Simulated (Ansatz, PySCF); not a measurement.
Gas-phase reaction (SMILES): F[Si](Br)(Br)Br + 3 [SiH4] (SiH4) -> F[SiH3] + 3 [SiH3]Br; bond separation energy.

Geometries: B3LYP-D3(BJ)/def2-TZVP minima from Ansatz (a quantum-chemistry and plane-wave program). Valence correlation only, unless marked. No spin-orbit coupling. The frozen core is the preceding noble-gas configuration, with the filled d and f shells of earlier blocks. No relativistic terms. CBS(X,Y): correlation extrapolated as X^-3; Hartree-Fock from the larger set. The bracket is a focal-point correction in the basis named. Thermal terms are rigid-rotor harmonic-oscillator values from B3LYP-D3(BJ) frequencies (Ansatz or PySCF) at 298.15 K and 1 atm. 1 Eh = 627.5095 kcal/mol.

```json
[
 {"species": "F[Si](Br)(Br)Br", "E, RI-MP2/CBS(def2-TZVPPD,def2-QZVPPD)+[CCSD(T)-MP2]/def2-TZVPPD (Ansatz) (Eh)": "-8107.12452", "E, B3LYP-D3(BJ)/def2-TZVPD (Ansatz + dftd3) (Eh)": "-8112.18772", "H - E (Eh)": "0.01475", "G - E (Eh)": "-0.02708"},
 {"species": "F[SiH3]", "E, RI-MP2/CBS(def2-TZVPPD,def2-QZVPPD)+[CCSD(T)-MP2]/def2-TZVPPD (Ansatz) (Eh)": "-390.72015", "E, B3LYP-D3(BJ)/def2-TZVPD (Ansatz + dftd3) (Eh)": "-391.27436", "H - E (Eh)": "0.03157", "G - E (Eh)": "0.00450"},
 {"species": "[SiH3]Br", "E, RI-MP2/CBS(def2-TZVPPD,def2-QZVPPD)+[CCSD(T)-MP2]/def2-TZVPPD (Ansatz) (Eh)": "-2863.59532", "E, B3LYP-D3(BJ)/def2-TZVPD (Ansatz + dftd3) (Eh)": "-2865.55631", "H - E (Eh)": "0.03025", "G - E (Eh)": "0.00042"},
 {"species": "[SiH4] (SiH4)", "E, RI-MP2/CBS(def2-TZVPPD,def2-QZVPPD)+[CCSD(T)-MP2]/def2-TZVPPD (Ansatz) (Eh)": "-291.46147", "E, B3LYP-D3(BJ)/def2-TZVPD (Ansatz + dftd3) (Eh)": "-291.91976", "H - E (Eh)": "0.03520", "G - E (Eh)": "0.01198"}
]
```

Question: Work out ΔE and ΔH, ΔG, ΔS and the equilibrium constant at 298.15 K at the first level, then ΔH at the second.

Answer: 
1. ΔE = [(-390.72015) + 3×(-2863.59532)] - [(-8107.12452) + 3×(-291.46147)] = 0.00282 Eh = 1.8 kcal/mol at RI-MP2/CBS(def2-TZVPPD,def2-QZVPPD)+[CCSD(T)-MP2]/def2-TZVPPD.
2. The terms H - E add up to 0.00197 Eh, so ΔH = (0.00282 + (0.00197))×627.5095 = 3.0 kcal/mol.
3. The terms G - E add up to -0.00310 Eh, so ΔG = -0.2 kcal/mol, and ΔS = (0.00197 - (-0.00310))×627509.5/298.15 = 10.7 cal/(mol K).
4. log10 K = -ΔG/(RT ln 10) = 0.1, with RT ln 10 = 1.3642 kcal/mol.
5. At B3LYP-D3(BJ)/def2-TZVPD the same steps give ΔE = 2.3 and ΔH = 3.6 kcal/mol, a shift of +0.6 from the first level.
6. With ΔG under 1 kcal/mol in size, these levels don't settle on which side the equilibrium lies.
7. These values are not checked against measurement here, since the tables used lack a sound gas-phase enthalpy of formation for at least one species.
